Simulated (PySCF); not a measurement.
This PySCF input asks for the NMR shieldings of GaH2(CN) ([H][Ga]([H])[C]#N, CH2GaN); the geometry comes from PBE0-D3(BJ)/def2-SVP.

```python
import basis_set_exchange as bse
import numpy as np
from pyscf import gto, dft
from pyscf.prop import nmr

atoms = """
Ga    0.368159    0.639722    0.009137
H     1.919397    0.534242    0.058343
H    -0.496670    1.932321   -0.023851
C    -0.606540   -1.049260   -0.015057
N    -1.184346   -2.057035   -0.028573
"""
names = {"Ga": "pcSseg-2", "H": "pcSseg-1", "C": "pcSseg-1", "N": "pcSseg-1"}
basis = {el: gto.basis.parse(bse.get_basis(n, elements=[el], fmt="nwchem")) for el, n in names.items()}
mol = gto.M(atom=atoms, basis=basis, charge=0, verbose=0)
mf = dft.RKS(mol, xc="PBE")
mf.grids.level = 2
mf.grids.alignment = dft.numint.BLKSIZE   # the property module wants whole blocks of grid points
mf.conv_tol = 1e-9
mf.kernel()

calc = nmr.RKS(mf)   # GIAO
sigma = calc.kernel()   # uncoupled for a functional without exact exchange
for i, s in enumerate(sigma):   # ppm
    w = np.linalg.eigvalsh((s + s.T) / 2)
    print("%2d %-2s iso %8.1f  s11 %8.1f  s22 %8.1f  s33 %8.1f" % (i, mol.atom_pure_symbol(i), w.mean(), *w))
```

Q: What are the results?

A: 
```
 0 Ga iso   1211.4  s11    845.3  s22   1348.5  s33   1440.5
 1 H  iso     25.2  s11     19.8  s22     21.1  s33     34.6
 2 H  iso     25.2  s11     19.8  s22     21.1  s33     34.6
 3 C  iso     52.4  s11    -66.4  s22    -58.0  s33    281.6
 4 N  iso   -112.6  s11   -299.2  s22   -298.1  s33    259.6
```

These numbers come from an equivalent density-fitted implementation of the same equations, which agrees with the script to about 0.01 ppm for H and up to a few tenths of a ppm for heavy atoms, so last digits may differ.

Q: Turn these shieldings into chemical shifts. Referencing at the same level of theory: $^{71}$Ga (1747.17 ppm) vs [Ga(H2O)6]3+; $^{1}$H (31.20 ppm), $^{13}$C (180.03 ppm) vs TMS; $^{15}$N (265.06 ppm) vs NH3.

A: Averaging equivalent atoms: Ga 0: 536; H 1/2: 6.04; C 3: 127.6; N 4: 377.7 ppm. Experimental scales use liquid or dissolved standards, which lie at an offset from isolated NH3 (liquid NH3: subtract about 20 ppm). Unscaled 15N shifts of sp2 nitrogen come out 20 to 40 ppm too high even then.

Relativistic effects, spin–orbit coupling among them, are left out; they matter for Ga and for the light atoms bonded to it.

Size and cost of the density-fitted run: 107 basis functions, 6 s wall time on 1 thread of an Arm Neoverse V1, shared host.
